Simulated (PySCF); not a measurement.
## How methods differ on the excitation energy of Ni

Ni [Ar] 3d8 4s2 (3F) → Ni [Ar] 3d8 4s1 5s1 (5F), as a difference of total energies. All numbers are calculated (PySCF 2.14, the spin-free X2C one-electron Hamiltonian (Gaussian nucleus), in aug-cc-pwCVTZ-DK (10s9p7d4f3g, 127 functions)). Correlated levels: valence: [Ar] frozen; valence and next inner shell: [Ne] frozen; nothing frozen. The calculations carry no spin-orbit coupling.

```tsv
method	excitation energy (eV)
UHF	4.632
LDA	6.239
PBE	5.927
PBE0	5.704
r2SCAN	5.862
TPSS	5.767
BLYP	6.226
PW91	5.959
SCS-MP2 (valence)	5.926
MP2 (valence and next inner shell)	5.845
SCS-MP2 (valence and next inner shell)	5.943
MP2 (all electrons)	5.844
```

Task: Estimate what SCS-MP2 (all electrons) gives.

Result: 5.943 eV, closest to SCS-MP2 (valence and next inner shell) among the rows shown.

Task: Estimate what MP2 (valence) gives.

Result: 5.773 eV, closest to TPSS among the rows shown.

The promoted electron is Rydberg-like, and one or two diffuse shells describe it only roughly, which tends to raise the upper state.
